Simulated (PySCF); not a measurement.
Molecule: SMILES CC(=O)NC(C)C, C5H11NO.

Geometry:
| atom | x (Å) | y (Å) | z (Å) |
| --- | --- | --- | --- |
| C1 | 2.783 | 0.125 | 0.317 |
| C2 | 1.338 | 0.567 | 0.415 |
| O3 | 0.980 | 1.488 | 1.123 |
| N4 | 0.475 | -0.152 | -0.358 |
| C5 | -0.951 | 0.101 | -0.400 |
| C6 | -1.412 | 0.357 | -1.829 |
| C7 | -1.731 | -1.027 | 0.267 |
| H8 | 3.391 | 0.772 | 0.959 |
| H9 | 2.896 | -0.920 | 0.644 |
| H10 | 3.146 | 0.195 | -0.720 |
| H11 | 0.836 | -0.925 | -0.902 |
| H12 | -1.081 | 1.019 | 0.193 |
| H13 | -1.253 | -0.532 | -2.463 |
| H14 | -2.485 | 0.595 | -1.858 |
| H15 | -0.859 | 1.197 | -2.274 |
| H16 | -2.809 | -0.809 | 0.273 |
| H17 | -1.586 | -1.981 | -0.267 |
| H18 | -1.402 | -1.163 | 1.308 |

Geometry PBE0-D3(BJ)/def2-SVP throughout; GIAO in PySCF 2.14.0 with density-fitted response routines, gas phase, one conformer, non-relativistic; equivalent atoms averaged; functional PBE0.

Problem. How do the absolute shieldings σ depend on the basis set? (a selection of nuclei; ppm; last column core-seconds on shared hosts with different chips, so compare them loosely)

Solution. 
```csv
basis set,functions,C2,C5,C1,O3,N4,H12,H11,H8/H9/H10,H13/H14/H15/H16/H17/H18,core-s
STO-3G,46,127.9,193.5,211.3,-51.9,228.8,29.38,29.50,31.01,31.64,4.8
pcSseg-0,85,17.8,155.9,166.3,-130.2,126.2,28.59,29.78,30.82,31.61,7.9
6-31G,85,42.6,162.6,175.7,-78.0,135.4,27.96,28.77,30.75,31.40,9.8
6-31G*,120,40.9,157.0,172.1,-46.2,137.1,27.44,28.35,30.36,30.94,14
cc-pVDZ,153,38.0,157.5,174.2,-55.5,135.3,26.92,27.71,29.73,30.36,19
def2-SVP,153,35.2,157.6,172.4,-56.8,135.6,27.11,27.79,29.78,30.46,17
pcSseg-1,174,17.7,145.8,160.7,-91.7,114.4,26.95,27.46,29.49,30.26,27
"6-311+G(2d,p)",255,20.2,147.6,164.0,-70.7,114.4,26.85,27.48,29.76,30.58,38
aug-cc-pVDZ,260,32.8,155.8,173.1,-42.4,130.2,26.64,27.12,29.57,30.37,43
def2-TZVP,283,19.2,146.6,163.5,-75.8,115.9,26.83,27.43,29.75,30.54,46
```

Problem. Which nucleus among those listed moves most, in ppm?

Solution. N4 (amide-type nitrogen): from 114.4 ppm with 6-311+G(2d,p) to 228.8 ppm with STO-3G. The smallest spread is 1.38 ppm, at H13/H14/H15/H16/H17/H18. Proton shifts span only some 12 ppm, so a few tenths of a ppm matter as much there as several ppm in carbon.

Problem. Taking the largest basis, def2-TZVP (283 functions), as the yardstick, rank the others by their worst heavy-atom deviation.

Solution. 6-311+G(2d,p) 5.1 ppm (255 functions), pcSseg-1 15.9 ppm (174 functions), def2-SVP 19.8 ppm (153 functions), cc-pVDZ 20.3 ppm (153 functions), 6-31G 23.4 ppm (85 functions), 6-31G* 29.6 ppm (120 functions), aug-cc-pVDZ 33.4 ppm (260 functions), pcSseg-0 54.4 ppm (85 functions), STO-3G 112.9 ppm (46 functions).

A small basis that lands close on one nucleus may do so by chance; judge by the trend and by all nuclei.
